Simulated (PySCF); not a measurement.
## Nd⁺: ionisation energy

Nd⁺ [Xe] 4f4 6s1 (high-spin determinant) → Nd²⁺ [Xe] 4f4 (high-spin determinant), as a difference of total energies. Computed with PySCF 2.14 in ANO-RCC-VTZP (8s7p5d3f2g1h, 104 functions), with scalar relativity by spin-free X2C-1e. Correlated levels: valence: [Kr] 4d10 frozen. The calculations carry no spin-orbit coupling.

```
           method  ionisation energy (eV)  difference from reference (eV)
              UHF                  10.035                          -0.748
    MP2 (valence)                  10.720                          -0.063
SCS-MP2 (valence)                  10.540                          -0.243
   CCSD (valence)                  10.633                          -0.150
CCSD(T) (valence)                  10.701                          -0.082
```

Reference: 10.783 ± 0.02 eV (semi-empirical (NIST evaluation); NIST Atomic Spectra Database, ionization energies).

Errors of the correlated levels include the incompleteness of this basis and the frozen core.

The determinant of Nd⁺ and of Nd²⁺ mixes LS terms, which raises its energy above the lowest term, most at the Hartree-Fock and MP2 levels.
